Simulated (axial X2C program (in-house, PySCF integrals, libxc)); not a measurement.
## Ir⁺: configurations by level of theory

Computed with an in-house all-electron X2C program for linear molecules (integrals from PySCF), basis dyall-cv3z (cores contracted in-house), spin-free (one-electron X2C) and two-component (2c, atomic mean-field Coulomb and Gaunt terms). Energies in eV from the lowest row of each column (rows without correlated energies are left out; n/a marks j-coupled starts, which PBE0 does not hold); electrons by l are Mulliken totals of the Hartree–Fock solution, and PBE0 can relax to another configuration under the same block occupation. Coupled cluster uses truncated natural virtuals with an MP2 remainder. Frozen shells in the correlated columns: 5 s, 4 p, 2 d, 1 f.

The low spin-free determinants:

```tsv
electrons by l	M_S, M_L	HF	MP2	CCSD(T)	PBE0
s11 p24 d27 f14	2, 2	0.00	0.00	0.00	0.00
s11 p24 d27 f14	2, 3	0.07	0.04	0.05	0.19
s10 p24 d28 f14	1, 2	0.83	0.21	0.19	0.35
s10.1 p24 d27.9 f14	1, 3	0.81	0.23	0.23	0.43
s10.1 p24 d27.9 f14	1, 0	0.90	0.31	0.26	0.28
s11 p24 d27 f14	2, 1	0.65	0.46	0.35	0.33
s10.5 p24 d27.5 f14	1, 0	1.07	0.54	0.44	0.31
```

And the two-component ones:

```csv
electrons by l,2M_J,HF,MP2,CCSD(T),PBE0
s11 p24 d27 f14,10,0.00,0.00,0.00,0.00
s11 p24 d27 f14,8,0.07,0.09,0.06,0.01
s10 p24 d28 f14,6,0.98,0.40,0.37,0.44
s10.6 p24 d27.4 f14,2,0.89,0.47,0.38,0.39
s11 p24 d27 f14,4,0.64,0.58,0.41,0.42
```

Ground level as tabulated from the NIST Atomic Spectra Database (leading term): 2S+1 = 5, L = 3, J = 5.

Spin-free rows of one term, and 2c rows of one J level, should be degenerate; broken spherical symmetry, the missing current term of PBE0 and determinants that mix terms or J levels spread them. The search is wide but not exhaustive and can miss a configuration; gaps between s and d configurations can be off by some tenths of an eV with this basis and core.

The run took 3.3 min on 1 thread of Arm Neoverse V2 (shared host).
